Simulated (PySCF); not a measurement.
Compound: (NaH)4 ring, Na4H4.
Cartesian coordinates in Å at the PBE0-D3(BJ)/def2-SVP level; atoms count from 1:
```xyz
8
Na4H4 angstrom
Na    -1.2346   -2.2268   -0.2924
H     -2.5970   -0.7648    0.0913
Na    -2.2284    1.2101    0.4119
H     -0.7554    2.6036    0.5387
Na     1.2344    2.2265    0.2938
H      2.5972    0.7642   -0.0894
Na     2.2285   -1.2098   -0.4133
H      0.7553   -2.6030   -0.5408
```

Method used: PySCF, TDDFT B3LYP/def2-SVPD, vertical, gas phase, core orbitals frozen in the response.

Problem. Predict the UV-vis stick spectrum at this level.

Solution. 

```csv
state,λ (nm),E (eV),f,|μ| (D),"main configurations (H = HOMO, L = LUMO)"
S1,295.1,4.20,0.0000,0.00,H→L (94%)
S2,291.8,4.25,0.0000,0.02,H→L+1 (98%)
S3,272.8,4.54,0.0000,0.00,H→L+4 (90%)
S4,266.8,4.65,0.048,1.64,"H→L+2 (77%), H-2/H-1→L (≥11%)"
S5,265.9,4.66,0.050,1.68,"H→L+3 (77%), H-2/H-1→L (≥11%)"
S6,261.6,4.74,0.0000,0.01,H-2/H-1→L+1 (≥89%)
S7,261.3,4.74,0.0000,0.01,H-2/H-1→L+1 (≥89%)
S8,255.8,4.85,0.224,3.49,"H-2/H-1→L (≥83%), H→L+3 (8%)"
S9,255.7,4.85,0.230,3.54,H-2/H-1→L (≥84%)
```

Triplets, Tamm–Dancoff:

```
state  E (eV)  λ (nm)  main configurations (H = HOMO, L = LUMO)
   T1    4.10   302.3                                 H→L (90%)
   T2    4.13   300.1                               H→L+1 (94%)
   T3    4.29   288.8             H→L+2 (69%), H-2/H-1→L (≥10%)
   T4    4.30   288.4             H→L+3 (69%), H-2/H-1→L (≥10%)
```

The lowest singlet lies at 4.20 eV (295 nm, ultraviolet) and is dark (f under 0.0005); its leading configuration is HOMO→LUMO (94%). The most intense listed level is S8/S9 at 4.85 eV (256 nm, f = 0.454 summed), 0.64 eV above S1. It is the last of those listed, so stronger ones may follow. S6/S7 and S8/S9 lie within about 0.01 eV of each other in each set. Löwdin shares by element: HOMO hydrogen 64% (atoms not listed hold the other 36%); LUMO sodium 89%. The oscillator strengths of these states sum to 0.552; summed over the whole spectrum of an exact calculation they would give the number of electrons, 48 (Thomas–Reiche–Kuhn). Weighted by f, the mean energy of these states is 4.81 eV. The listed states span 0.65 eV, and the widest gap between neighbours is 0.30 eV (S2 to S3). The vertical ionisation energy (ΔSCF) is 7.01 eV, 2.16 eV above S9. Orbitals of the list HOMO-3 to LUMO+2 that lie within 0.01 eV of each other are written together with a slash and their weights summed (≥ marks a lower bound); for degenerate orbitals outside that list single weights are arbitrary. The window holds the lowest 10 singlets. The highest level found (5.08 eV, f 0.0000 so far) is left out, since the window may have cut off a degenerate partner.
